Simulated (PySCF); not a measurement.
These 2 structures share the formula [C7H5O2]- (charge -1). Method used: PySCF, PBE0-D3(BJ)/def2-SVP geometry optimisation, gas phase. One conformer each; no zero-point energy, no entropy. No frequencies were run at this level. Point groups hold within 0.08 Å.

Problem. Order them by energy at this level, lowest first, and give relative energies in kcal/mol.
A. `[O:1]=[CH:2][c:3]1[cH:4][cH:5][cH:6][cH:7][c:8]1[O-:9]` (charge -1) with O1–C2–C3–C4 0°
B. benzoate anion, `c1(C(=O)[O-])ccccc1`

Solution. B (0.0), A (10.5).

```json
{"SMILES": "O=C([O-])c1ccccc1", "E (Eh)": "-419.49394", "E rel (kcal/mol)": "0.0", "dipole about centre of mass (D)": "7.88", "point group": "C2v", "A, B, C (MHz)": "3922, 1249, 947.4"}
{"SMILES": "O=Cc1ccccc1[O-]", "E (Eh)": "-419.47725", "E rel (kcal/mol)": "10.5", "dipole about centre of mass (D)": "3.39", "point group": "Cs", "A, B, C (MHz)": "2682, 1563, 987.6"}
```
